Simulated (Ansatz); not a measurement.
Consider the redistribution: `[SiH3]/C=C/C[SiH3]` + `C=C[Si](C)(N)O` → `C=C[Si](N)(O)[SiH3]` + `CC/C=C/[SiH3]`.

Program: Ansatz. Geometries: PBE0-D4/def2-TZVP. ΔE: electronic, gas phase. CBS: MP2 limit from def2 TZ/QZ plus the TZ coupled-cluster correction, frozen cores. Double bonds are as drawn, so ΔE can hold a change between cis and trans. DFT in def2-TZVPP. B3LYP here is the variant with VWN-RPA as its local correlation; programs differ in this. Each species was taken in one conformer, which may not be the lowest.

Problem. Is it downhill or uphill in electronic energy at CCSD(T)/CBS, and by how much? (Best estimate.)

Solution. The calculation gave: Uphill: ΔE = +48.8 kJ/mol.

Problem. What do these levels give: B3LYP-D4, ωB97M-V, PBE, r2SCAN, B3LYP, HF/def2-TZVPP, MP2/def2-TZVPP, CCSD/def2-TZVPP, HF/def2-QZVPP, MP2/def2-QZVPP, HF/CBS(def2), MP2/CBS(def2)? (An estimate is asked.)

Solution. Computed: B3LYP-D4 45.3, ωB97M-V 54.1, PBE 36.2, r2SCAN 48.6, B3LYP 43.5, HF/def2-TZVPP 47.1, MP2/def2-TZVPP 55.5, CCSD/def2-TZVPP 48.3, HF/def2-QZVPP 47.6, MP2/def2-QZVPP 56.1, HF/CBS(def2) 47.7, MP2/CBS(def2) 56.2 kJ/mol.

Largest T1 diagnostic among the species: 0.012.

From PBE to PBE0 (25 % exact exchange), in def2-TZVPP and without D4, ΔE moves by +3.6 kJ/mol.
